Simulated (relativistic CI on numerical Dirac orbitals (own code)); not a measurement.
**Gd XXV: q coefficients and field-shift factors**

Computed by Dirac-Coulomb-Breit CI, KLI orbitals optimised for each configuration, derivatives by finite differences, unscaled Slater integrals, QED left out (own radial code, finite nucleus).

Configuration list (outside the closed core [Ar] 3d10 4s2): 4p6 4d4, 4p5 4d5, 4p6 4d3 4f, 4p6 4d2 5s2, 4p6 4d 4f 5s2. Double excitations out of closed p, d and f shells are left out; levels of such configurations are missing from the list, as are those of other unlisted configurations, and high levels can miss mixing partners.

With x = (α/α₀)² − 1 an excitation energy changes as ω = ω₀ + qx; K = 2q/ω₀ is the relative enhancement. Terms are leading LS components, so labels can repeat. The field-shift factor is F = δν/δ⟨r²⟩ for the transition from the lowest level.

Lowest level 4p6 4d4 3P_0.

| Level | ω₀ (cm⁻¹) | q (cm⁻¹) | K | F (GHz/fm²) |
| --- | --- | --- | --- | --- |
| 4p6 4d4 5D_1 | 38360.8 | 58770 | 3.06 | 0.926 |
| 4p6 4d4 5D_2 | 61769.8 | 79960 | 2.59 | 1.3 |
| 4p6 4d4 3F_4 | 72276.7 | 61660 | 1.71 | 1.11 |
| 4p6 4d4 5D_3 | 74006.2 | 80660 | 2.18 | 1.37 |
| 4p6 4d4 5D_0 | 105548.5 | 109500 | 2.07 | 1.88 |
| 4p6 4d4 3H_4 | 110526.8 | 114900 | 2.08 | 1.97 |
| 4p6 4d4 3G_3 | 119790.2 | 103900 | 1.73 | 1.87 |
| 4p6 4d4 3F_2 | 120432.9 | 94530 | 1.57 | 1.75 |
| 4p6 4d4 3H_5 | 129524.6 | 113300 | 1.75 | 2.03 |
| 4p6 4d4 3P_1 | 134770.4 | 118700 | 1.76 | 2.13 |
| 4p6 4d4 3H_6 | 137792.5 | 114900 | 1.67 | 2.09 |
| 4p6 4d4 3G_4 | 149216.6 | 117500 | 1.57 | 2.17 |
| 4p6 4d4 3D_2 | 152610.0 | 117100 | 1.53 | 2.18 |
| 4p6 4d4 3F_3 | 153671.7 | 109000 | 1.42 | 2.08 |
| 4p6 4d4 3F_4 | 171118.4 | 159600 | 1.87 | 2.81 |
| 4p6 4d4 3F_2 | 180631.0 | 126600 | 1.4 | 2.44 |
| 4p6 4d4 3F_3 | 184666.3 | 167400 | 1.81 | 2.97 |
| 4p6 4d4 3G_5 | 195985.8 | 174800 | 1.78 | 3.12 |
| 4p6 4d4 3D_1 | 198427.7 | 166500 | 1.68 | 3.02 |
| 4p6 4d4 1I_6 | 200015.8 | 172500 | 1.72 | 3.11 |
| 4p6 4d4 3F_4 | 204752.7 | 131000 | 1.28 | 2.6 |
| 4p6 4d4 3P_2 | 213344.5 | 145800 | 1.37 | 2.82 |
| 4p6 4d4 1S_0 | 219343.3 | 164800 | 1.5 | 3.1 |

At this charge energies of transitions that change n are usually good to better than 1 %, and those within a shell (Δn = 0) to a few per cent. Terms inside the open d or f shell come out 10 to 20 % too wide with unscaled integrals.
